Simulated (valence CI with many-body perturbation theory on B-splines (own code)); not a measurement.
## Se⁺ in brief

Computed by relativistic CI+MBPT: five valence electrons over a frozen Dirac-Fock core [Ar] 3d10, a basis of 10 s, 10 p, 9 d, 7 f, 4 g, 2 h functions for each j, with the one-electron correlation potential Σ1 (screened to all orders), the two-electron term Σ2, the three-electron term Σ3, Breit, model QED; selected single and double excitations, second order for the rest, scaled by the run's own slope (own B-spline code, finite nucleus).

Set against measurement, 14 paired levels are off by 163 cm⁻¹ on average, the worst by 326. These come from a selection out of the NIST Handbook of Basic Atomic Spectroscopic Data. Levels without a partner in it may be off by more. Among the levels kept, up to 820 cm⁻¹ of a level comes from second order outside the variational space, and about a tenth of that is noise between levels of different J, which matters for small intervals.

Rates and lifetimes use the calculated energies. Strong lines usually hold to 10 to 20 %, long lifetimes can be off by a factor of two.

(1) What is the ground level?

(2) What are the static dipole polarisabilities of the lowest levels?

(3) How well does LS coupling describe the low levels?

(4) Where does the other parity begin?

(5) Among levels below 124164 cm⁻¹, which E1 lines absorb most strongly from the ground level?

## Answers

(1) 4s2 4p3 4S°_3/2, composition 94 % 4s2 4p3 4S°, g = 1.996.

(2) 4s2 4p3 4S°_3/2 13.7; 4s2 4p3 2D°_3/2 14.2 (tensor -0.29); 4s2 4p3 2D°_5/2 14.3 (tensor -0.10); 4s2 4p3 2P°_1/2 14.7 bohr³, of which the core gives 0.360.

(3) Among the lowest 20 levels the leading LS term, summed over configurations, holds 92 % on average. For single configurations the figures are 76 % in LS and 53 % in jj coupling. Terms mix most in the J = 3/2 level at 101105 cm⁻¹, where the leading one holds 58 %.

(4) At 4s 4p4 4P_5/2, 83566 cm⁻¹.

(5) to 4s2 4p2 4d 4P_5/2 at 84.05 nm, f = 1.15; to 4s2 4p2 4d 4P_3/2 at 83.38 nm, f = 0.774; to 4s2 4p2 4d 4P_1/2 at 82.96 nm, f = 0.384.
